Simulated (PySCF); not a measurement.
A calculated (UHF, PySCF 2.14, aug-cc-pVDZ-DK, scalar relativity by spin-free X2C-1e) atom or ion has these occupied shells.

| shell | electrons | orbital energy (eV) | rms radius, mean of both spins (bohr) |
| --- | --- | --- | --- |
| 1s α | 1 | -6043.1 | 0.0734 |
| 1s β | 1 | -6043.0 | 0.0734 |
| 2s α | 1 | -725.47 | 0.316 |
| 2s β | 1 | -722.84 | 0.316 |
| 2p α | 3 | -606.85 | 0.287 |
| 2p β | 3 | -604.18 | 0.287 |
| 3s α | 1 | -97.276 | 0.973 |
| 3s β | 1 | -87.960 | 0.973 |
| 3p α | 3 | -63.703 | 1.06 |
| 3p β | 3 | -52.201 | 1.06 |
| 3d α | 5 | -11.822 | 1.57 |
| 4p α | 1 | -3.391 | 5.70 |

Q: Name the element and its charge.

A: Cr (chromium, neutral), in [Ar] 3d5 4p1, high-spin 7P determinant (an excited configuration).
